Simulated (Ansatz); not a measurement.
Cost and result for the atomization energy of H8N2SSi2, SMILES `N[SiH2]S[SiH2]N` (13 atoms, 12 bonds).

```xyz
13

N     0.9344    1.2078   -1.5416
Si    1.6291    0.4040   -0.2026
S     0.6384    0.6055    1.7053
Si   -0.8736   -0.8390    1.3321
N    -1.6552   -0.4999   -0.1696
H     0.0103    0.9118   -1.8190
H     1.0416    2.2058   -1.6298
H     1.6803   -1.0469   -0.5035
H     2.9781    0.9781    0.0148
H    -1.7486   -0.7845    2.5347
H    -0.3248   -2.2098    1.1796
H    -2.0941   -1.2686   -0.6541
H    -2.2158    0.3356   -0.2462
```

Charge 0, multiplicity 1. The structure was optimised at the PBE0-D4/def2-TZVP level. It is one conformer, not always the lowest. Program: Ansatz. All runs use 2 threads of an AMD EPYC 7R13 on a shared host and a share of an NVIDIA H100 80 GB. Times are those of one run each, without the atoms' runs, and a repeat can differ threefold. Electronic energies, without spin–orbit coupling; frozen cores. CCSD(T)/CBS adds CCSD(T) − MP2 in def2-TZVPP to the MP2 limit, and its time is that of the two runs behind it. T1 = 0.011. B3LYP takes the VWN-RPA correlation (the form of Gaussian; ORCA's B3LYP/G).

CCSD(T)/CBS is a level of theory with its own doubt, some kJ/mol a heavy atom from the limit and from the frozen cores, so smaller differences don't rank the functionals.

```csv
level,functions,wall time,atomization (kcal/mol),difference from CCSD(T)/CBS,per bond
PBE0-D4/def2-TZVPP,300,3 s,1019.7,-9.8,-0.8
r2SCAN-D4/def2-TZVPP (with forces),300,3.2 s,1023.6,-5.9,-0.5
PBE-D4/def2-TZVPP (with forces),300,3.6 s,1033.2,3.7,0.3
ωB97X-V/def2-TZVPP,300,4 s,1036.6,7.1,0.6
B3LYP-D4/def2-TZVPP (with forces),300,4.3 s,1028.9,-0.6,-0.1
ωB97M-V/def2-TZVPP (with forces),300,4.4 s,1034.0,4.5,0.4
B2PLYP/def2-TZVPP,300,5.5 s,1012.4,-17.1,-1.4
MP2/def2-QZVPP,564,6 s,1022.2,-7.3,-0.6
CCSD(T)/def2-TZVPP,300,7 s,994.3,-35.2,-2.9
CCSD(T)/CBS(def2),–,13 s,1029.5,0.0,0.0
```

In def2-TZVPP, CCSD(T) changes the Hartree–Fock value by +269.4 kcal/mol (the triples alone add +14.4 kcal/mol) and MP2 by +276.3 kcal/mol; breaking electron pairs costs correlation energy, which Hartree–Fock lacks. The D4 term adds +13.8 kcal/mol with B3LYP and +7.3 kcal/mol with PBE0; it sums over pairs of atoms, weighted by their polarisabilities, and B3LYP, whose exchange is more repulsive, gets the larger term. From PBE to PBE0 (25 % exact exchange), in def2-TZVPP and without D4, the atomization energy moves by −12.3 kcal/mol: exact exchange takes away binding that semilocal exchange gives to molecules.
